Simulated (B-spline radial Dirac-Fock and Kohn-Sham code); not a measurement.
**The L3 (2p3/2) hole of cesium ions: width and yield against charge**

These are calculated numbers from a radial finite-basis atomic code; the model is independent-particle radiative and Coulomb Auger rates from relativistic LDA hole-state orbitals, with Dirac-Fock energies. Tabulated ground configurations, configuration averages; single configurations, so decays that open only by mixing (as 1s 2s² with 1s 2p² in Be-like ions) are missing and such tiny yields are far too low.

| ion | configuration | radiative (eV) | non-radiative (eV) | yield |
| --- | --- | --- | --- | --- |
| Cs | [Xe] 6s1 | 0.289 | 2.64 | 0.0989 |
| Cs⁺ | [Kr] 4d10 5s2 5p6 | 0.289 | 2.64 | 0.0989 |
| Cs²⁺ | [Kr] 4d10 5s2 5p5 | 0.290 | 2.64 | 0.0990 |
| Cs³⁺ | [Kr] 4d10 5s2 5p4 | 0.290 | 2.64 | 0.0991 |
| Cs⁴⁺ | [Kr] 4d10 5s2 5p3 | 0.290 | 2.63 | 0.0992 |
| Cs⁵⁺ | [Kr] 4d10 5s2 5p2 | 0.290 | 2.63 | 0.0994 |
| Cs⁶⁺ | [Kr] 4d10 5s2 5p1 | 0.291 | 2.63 | 0.0996 |
| Cs⁷⁺ | [Kr] 4d10 5s2 | 0.291 | 2.63 | 0.0998 |
